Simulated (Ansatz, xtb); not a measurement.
## A geometry optimisation of BGaH4 with r2SCAN-D4/def2-SVP

The starting geometry of this gas-phase singlet has its atoms placed at random.

```xyz
6

B     1.1031   -0.6999   -1.2892
Ga    0.3677    0.7899    1.0322
H    -1.3172    0.9302    0.8365
H     0.7776    1.2273   -0.6550
H     1.4597    0.3324   -0.5854
H    -1.1166   -0.1824    0.3256
```

Question: Guess where an optimisation with r2SCAN-D4/def2-SVP ends from this start.

Answer: It ends as a structure given below by its coordinates. Distances that change by over a tenth: Ga2–H3 (1.70 → 2.02 Å), Ga2–H4 (1.79 → 2.02 Å). Contacts that open: Ga2–H6 (1.91 → 3.37 Å). Contacts that close: B1–Ga2 (2.85 → 2.16 Å), B1–H3 (3.61 → 1.26 Å), B1–H4 (2.05 → 1.26 Å), B1–H6 (2.79 → 1.21 Å).

The energy falls by 9.77 eV over 24 steps:

```csv
step,E − E(last) (eV)
1,9.766
4,7.096
6,6.250
9,4.975
11,4.801
14,4.660
16,4.014
19,0.881
21,0.037
24,0.000
```

Final geometry (Å):

```xyz
6

B    -0.0501    0.1715   -0.2717
Ga    1.3353    1.3748    0.8671
H    -0.5595    0.6825    0.7593
H     0.4228    1.1405   -0.9202
H     0.9514   -0.4701    0.1390
H    -0.8256   -0.5019   -0.9087
```

From the same start GFN2-xTB ends elsewhere, differing in B1–H3 (3.98 against 1.26 Å here), Ga2–H3 (1.79 against 2.02 Å here).

From so rough a start the end depends on the optimiser's path, so another program may land elsewhere. No frequencies were run, so the end isn't proven a minimum. Run with Ansatz 0.2.0, 26 s on 1 thread of Intel(R) Xeon(R) 6975P-C (Granite Rapids), on a shared host.
